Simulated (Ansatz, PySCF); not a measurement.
Molecule: SnOH, net charge 1, singlet state. SMILES: [OH+]=[Sn]
Structure (B3LYP-D3(BJ)/def2-TZVP (Ansatz, a first-principles code) minimum search):
```xyz
3

O      0.0000     0.0000    -1.5731
Sn     0.0000     0.0000     0.3024
H      0.0000     0.0000    -2.5373
```
Charge +1, spin multiplicity 1.

Unscaled harmonic wavenumbers (cm⁻¹) in rising order, each level at the stationary point that it reaches from this structure (no distance between atoms moves by over 0.3 Å); the order of modes can differ between levels, and a negative number is imaginary. B3LYP-D3(BJ)/def2-TZVP (PySCF, at the structure above): 102, 102, 747, 3824.

HF/3-21G (Ansatz): 546, 546, 890, 4031. Zero-point energy 8.6 against 6.8 kcal/mol; where all levels lie over 400 cm⁻¹, the wavenumbers are on average 1.123 times those of B3LYP-D3(BJ)/def2-TZVP.

HF/6-31G* with LANL2DZ past Ar (Ansatz): 208, 208, 809, 4123. Zero-point energy 7.6 against 6.8 kcal/mol; where all levels lie over 400 cm⁻¹, the wavenumbers are on average 1.081 times those of B3LYP-D3(BJ)/def2-TZVP.
